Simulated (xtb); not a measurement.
C16H36MoO4, SMILES CC([O][Mo]([O]C(C)(C)C)([O]C(C)(C)C)[O]C(C)(C)C)(C)C, multiplicity 1. All values are semi-empirical tight-binding results from xtb (GFN2-xTB unless named), good for trends rather than for accurate numbers. Coordinates come from a GFN2-xTB optimisation. The multiplicity is an assumed one; other spin states were not compared. One conformer was computed; it need not be the lowest.

For metal compounds this method's bond lengths and energies can be far off.

Computed properties:
```yaml
orbital_gap: 1.91 eV
zero_point_energy: 309.4 kcal/mol
G − E(el) at 298.15 K (modified RRHO): 273.1 kcal/mol
```
